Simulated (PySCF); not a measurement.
GeF2ClBr, SMILES [F][Ge]([F])([Cl])[Br]. Geometry optimised at PBE0-D3(BJ)/def2-SVP. The structure was generated by enumeration, and PubChem lists no compound with its InChIKey, so it may never have been made.

Level of theory: PBE0-D3(BJ)/def2-SVP in PySCF.

Harmonic wavenumbers (cm⁻¹): 116, 152, 184, 219, 237, 340, 469, 746, 772. Rotational constants (GHz): 2.396, 1.109, 0.9622; symmetry number 1.

Work out the zero-point energy and the ideal-gas rigid-rotor harmonic-oscillator thermochemistry at 298.15 K and 1 atm.

ZPE = ½ Σ hcν = ½ × 3235 cm⁻¹ = 19.35 kJ/mol. H − E(el) = 39.16 kJ/mol. Entropy in J/(mol K): translation 176.35, rotation 122.26, vibration 59.96, total 358.57. G − E(el) = -67.74 kJ/mol. Cp = 90.37 J/(mol K). Modes under 150 cm⁻¹ make the vibrational entropy uncertain.
